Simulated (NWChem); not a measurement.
System: SiNH3Cl2; SMILES N[SiH](Cl)Cl

Excerpt of the output:

```
             Northwest Computational Chemistry Package (NWChem) 7.3.0
             --------------------------------------------------------

 C1  symmetry detected

                             Geometry "geometry" -> ""
                             -------------------------

 Output coordinates in angstroms (scale by  1.889725989 to convert to a.u.)

  No.       Tag          Charge          X              Y              Z
 ---- ---------------- ---------- -------------- -------------- --------------
    1 Si                  14.0000     0.39677638    -0.00516797     0.42297721
    2 N                    7.0000     1.90983938    -0.19450659    -0.33629317
    3 Cl                  17.0000    -0.64858733     1.69608721    -0.13085184
    4 Cl                  17.0000    -0.77343343    -1.61086136    -0.11050815
    5 H                    1.0000     0.57795715     0.05940498     1.88956822
    6 H                    1.0000     2.70242765     0.36184614    -0.03470772
    7 H                    1.0000     1.97022318    -0.43619292    -1.31936945

 Effective nuclear repulsion energy (a.u.)     275.9515516576

                                Z-matrix (autoz)
                                --------

 Units are Angstrom for bonds and degrees for angles

[...]

      ----------------------
      Optimization converged
      ----------------------

  Step       Energy      Delta E   Gmax     Grms     Xrms     Xmax
  ---- ---------------- -------- -------- -------- -------- --------
@   16   -1260.32397184 -1.3D-07  0.00004  0.00002  0.00064  0.00145
                                     ok       ok       ok       ok

                                Z-matrix (autoz)
                                --------

 Units are Angstrom for bonds and degrees for angles

[...]

 Rotational Constants
 --------------------
 A=   0.133439 cm-1  (  0.191985 K)
 B=   0.075279 cm-1  (  0.108307 K)
 C=   0.052038 cm-1  (  0.074869 K)

 Temperature                      =   298.15K
 frequency scaling parameter      =   1.0000

 Zero-Point correction to Energy  =   23.892 kcal/mol  (  0.038075 au)
 Thermal correction to Energy     =   27.732 kcal/mol  (  0.044194 au)
 Thermal correction to Enthalpy   =   28.325 kcal/mol  (  0.045138 au)

 Total Entropy                    =   79.956 cal/mol-K
   - Translational                =   40.115 cal/mol-K (mol. weight = 114.9412)
   - Rotational                   =   27.513 cal/mol-K (symmetry #  =        1)
   - Vibrational                  =   12.328 cal/mol-K

 Cv (constant volume heat capacity) =   19.480 cal/mol-K
   - Translational                  =    2.979 cal/mol-K
   - Rotational                     =    2.979 cal/mol-K
   - Vibrational                    =   13.521 cal/mol-K

[normal modes left out]

 ----------------------------------------------------------------------------
 Normal Eigenvalue ||           Projected Infra Red Intensities
  Mode   [cm**-1]  || [atomic units] [(debye/angs)**2] [(KM/mol)] [arbitrary]
 ------ ---------- || -------------- ----------------- ---------- -----------
    1        0.000 ||    0.001113           0.026         1.085       0.183
    2        0.000 ||    0.001161           0.027         1.132       0.191
    3        0.000 ||    0.001333           0.031         1.299       0.219
    4        0.000 ||    0.000195           0.004         0.190       0.032
    5        0.000 ||    0.001084           0.025         1.056       0.178
    6        0.000 ||    0.004567           0.105         4.452       0.750
    7       83.049 ||    0.000152           0.004         0.148       0.025
    8      169.893 ||    0.008753           0.202         8.533       1.438
    9      247.564 ||    0.012848           0.296        12.525       2.111
   10      286.572 ||    0.001540           0.036         1.501       0.253
   11      428.919 ||    0.040905           0.944        39.876       6.721
   12      464.154 ||    0.009594           0.221         9.353       1.576
   13      599.084 ||    0.455604          10.511       444.145      74.858
   14      732.234 ||    0.035128           0.810        34.244       5.772
   15      743.007 ||    0.169081           3.901       164.829      27.781
   16      935.438 ||    0.053992           1.246        52.634       8.871
   17      954.600 ||    0.204734           4.723       199.584      33.639
   18     1640.062 ||    0.066682           1.538        65.005      10.956
   19     2294.172 ||    0.091185           2.104        88.891      14.982
   20     3518.354 ||    0.066161           1.526        64.497      10.871
   21     3623.755 ||    0.052293           1.206        50.977       8.592
 ----------------------------------------------------------------------------
```

Level: B3LYP/3-21G. 

Task: Write an input that gives this output.

Result: Several could match; the one computed here: the input that was run:
```
start job
memory heap 200 mb stack 900 mb global 1100 mb
geometry units angstroms
  Si     0.304076     0.437537    -0.005742
  N      1.886276    -0.179118     0.128720
  Cl    -0.803621    -0.341183    -1.574303
  Cl    -0.703305    -0.049321     1.720642
  H      0.353493     1.903085    -0.199681
  H      2.610050     0.136540    -0.507825
  H      2.047449    -1.130022     0.442252
end
basis spherical
  * library 3-21g
end
dft
  xc b3lyp
  iterations 150
end
driver
  maxiter 120
end
task dft optimize
task dft freq
```
